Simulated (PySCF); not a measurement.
O3Ta, SMILES [O]=[Ta]1[O][O]1 (connectivity only; charge and spin as stated), neutral, multiplicity 2.

The structure is a stationary point at PBE-D3(BJ)/def2-TZVP. The multiplicity is an assumed one; other spin states were not compared. The def2 effective core potentials stand for the cores of Ta; spin–orbit coupling is left out.

Level of theory: PySCF 2.14.0 with PBE-D3(BJ)/def2-TZVP.

Frequencies are harmonic and unscaled.

Computed vibrational spectrum:
```tsv
mode	ν (cm⁻¹)	IR (km/mol)	moving atoms (share of kinetic energy)
1	197	3.1	O 97 %
2	242	19.7	O 89 %, Ta 11 %
3	580	0.3	O 97 %
4	589	47.7	O 86 %, Ta 14 %
5	902	60.2	O 98 %
6	962	94.3	O 92 %
```
